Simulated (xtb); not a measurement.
(1E)-1-fluorobuta-1,3-diene (C4H5F), SMILES C=C/C=C/F. All values are semi-empirical tight-binding results from xtb (GFN2-xTB unless named), good for trends rather than for accurate numbers. Geometry optimised at GFN2-xTB. Other conformers were not sampled.

```json
{
 "point_group_as_xtb_finds_it": "Cs",
 "orbital_gap": "3.70 eV",
 "dipole_moment": "2.00 D",
 "zero_point_energy": "47.2 kcal/mol",
 "G − E(el) at 298.15 K (modified RRHO)": "29.4 kcal/mol",
 "static polarisability (D4 model)": "50.7 bohr³",
 "solvation energy, GFN2-xTB/ALPB(water)": "-1.6 kcal/mol",
 "solvation energy, GFN2-xTB/ALPB(acetone)": "-4.5 kcal/mol"
}
```

Computed IR lines (harmonic; lines under 4 % of the strongest left out, lines within 3 cm⁻¹ merged):
ν (cm⁻¹): 482 (w), 887 (w), 1025 (m), 1105 (vs), 1681 (s), 3063 (w), 3093 (m), 3106 (w), 3138 (m) (against the strongest line: vs over 80 %, s over 45 %, m over 15 %, w over 4 %, vw less)
